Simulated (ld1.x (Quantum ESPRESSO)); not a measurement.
Configuration tests for Zn (TM)

ld1.x (Quantum ESPRESSO) 7.5 input, shortened:

```
&input
   title='Zn', zed=30., rel=1, dft='PZ', iswitch=3,
   config='[Ar] 3d10 4s1.5 4p0 4d-2'
 /
 &inputp
   pseudotype=2, tm=.true., lloc=0,
   nlcc=.false.
 /
3
4P  2  1   0.00   0.00  2.55  2.55  0.0
4D  3  2  -2.00  -0.05  2.70  2.70  0.0
4S  1  0   1.50   0.00  2.20  2.20  0.0
 &test
   configts(1)='4s1.5 4p0'
 /
```

Energies are relative to the spin-unpolarised reference configuration 4s1.5 4p0; without spin polarisation the order of configurations can differ from experiment. Spin-polarised rows fill each open shell by Hund’s rule, majority spin first. The frozen-core shift is the all-electron ΔE with the core orbitals held at their reference shape minus the fully relaxed ΔE.

| valence configuration | charge | ΔE all-electron (eV) | error AE − PS (meV) | frozen-core shift (meV) |
| --- | --- | --- | --- | --- |
| 4s1 4p0 | +1 | 6.112 | +22 | +36 |
| 4s0 4p1 | +1 | 12.536 | +144 | +124 |
| 4s0 4p2 | 0 | 6.676 | +105 | +43 |
| 4s1.5 4p0 (spin-polarised) | +0.5 | -0.051 | +33 | +1.8 |
| 4s1 4p0 (spin-polarised) | +1 | 5.864 | +285 | +49 |

**Question.** What are ΔE and the potential's error for 4s2 4p0?

**Answer.** ΔE = -4.078 eV all-electron; the error (AE − PS) is +8.7 meV.

**Question.** What are ΔE and the potential's error for 4s1 4p1?

**Answer.** ΔE = 1.106 eV all-electron; the error (AE − PS) is +17 meV.

Levels in the configuration 4s1 4p1:

```csv
level,all-electron (eV),pseudo (eV)
4s,-7.645,-7.629
4p,-2.258,-2.280
```

Note: ghost state, extra bound levels that the all-electron valence spectrum of the same l lacks: d at -134.1 eV. A true bound ghost makes a file unfit for plane-wave use.
